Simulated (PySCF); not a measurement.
bromine monochloride cation (BrCl), SMILES ClBr (connectivity only; charge and spin as stated), charge +1, multiplicity 2. Atoms are numbered in the order given.

```xyz
2

Cl     0.0000     0.0000    -1.3730
Br     0.0000     0.0000     0.6669
```
Charge +1, spin multiplicity 2.

The structure is a stationary point at PBE0-D3(BJ)/def2-TZVP. The spin state was assumed, not searched.

Calculation: PBE/def2-TZVPD (PySCF).

```yaml
total_energy: -3033.38648 hartree
point_group: C∞v
"α spin, highest occupied and lowest empty level": -14.55 and -11.37 eV
"β spin, highest occupied and lowest empty level": -14.33 and -14.27 eV
dipole_moment_about_the_centre_of_nuclear_charge: 0.54 D
"⟨S²⟩": 0.752 (pure state 0.75)
```
